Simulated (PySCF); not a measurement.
C4H9O3S (charge -1).
Geometry (GFN2-xTB, Å), atoms numbered from 1 in this order:
```
atom  x, y, z in Å
C1     2.573    0.516    0.484
C2     1.371    0.101   -0.351
O3     0.351   -0.349    0.513
C4    -0.914   -0.446   -0.127
C5    -1.907   -1.055    0.836
S6    -1.602    1.298   -0.686
O7    -3.021    0.934   -0.974
O8    -0.815    1.535   -1.938
H9     3.390    0.825   -0.165
H10    2.301    1.344    1.133
H11    2.903   -0.316    1.104
H12    1.009    0.939   -0.958
H13    1.655   -0.717   -1.039
H14   -0.830   -1.036   -1.053
H15   -2.904   -0.866    0.442
H16   -1.808   -0.566    1.803
H17   -1.758   -2.129    0.967
```

The closed-shell SCF was solved with PySCF and density fitting under several settings on one GFN2-xTB geometry (grid level 2 and gas phase unless stated).

```json
{"settings": "PBE0/pcSseg-1", "basis functions": "188", "SCF cycles": "15", "E (Eh)": "-781.0690", "HOMO (eV)": "-0.36", "LUMO (eV)": "4.95"}
{"settings": "X3LYP/pcseg-1", "basis functions": "161", "SCF cycles": "15", "E (Eh)": "-781.4146", "HOMO (eV)": "-0.20", "LUMO (eV)": "4.63"}
{"settings": "KT3/pcSseg-1, IEF-PCM chloroform, start guess vsap, level shift 0.1 Eh", "basis functions": "188", "SCF cycles": "14", "E (Eh)": "-790.0286", "HOMO (eV)": "-2.71", "LUMO (eV)": "1.62"}
{"settings": "PBE0/pcSseg-1, IEF-PCM chloroform, grid level 4", "basis functions": "188", "SCF cycles": "14", "E (Eh)": "-781.1442", "HOMO (eV)": "-3.95", "LUMO (eV)": "2.54"}
{"settings": "wB97X-D/def2-SVPD", "basis functions": "248", "SCF cycles": "15", "E (Eh)": "-781.1976", "HOMO (eV)": "-2.63", "LUMO (eV)": "5.32"}
```

Problem. Estimate the rows for these settings: (1) KT2/pcSseg-1, IEF-PCM water; (2) B97-D/def2-SVPD, energy threshold 1e-11 Eh.

Solution. 
```csv
settings,basis functions,SCF cycles,E (Eh),HOMO (eV),LUMO (eV)
"KT2/pcSseg-1, IEF-PCM water",188,17,-790.8214,-3.70,0.80
"B97-D/def2-SVPD, energy threshold 1e-11 Eh",248,16,-781.0860,0.41,3.25
```

Problem. Over all rows, what range does the HOMO–LUMO gap span?

Solution. From 2.84 eV (B97-D/def2-SVPD, energy threshold 1e-11 Eh) to 7.95 eV (wB97X-D/def2-SVPD). The functional of the narrowest has no exact exchange, that of the widest range-separated exact exchange.

B97-D and wB97X-D ran without the empirical dispersion term, which would shift the total energy alone. Cycle counts include a coarse-grid stage where the run had one. KT2 and KT3 were designed for NMR shieldings or shifts; total energies of different functionals aren't comparable. The HOMO energy is positive at B97-D/def2-SVPD; such an orbital is held in place by the finite basis. One conformer (not necessarily the lowest) at the GFN2-xTB geometry, without vibrations or thermal averaging.
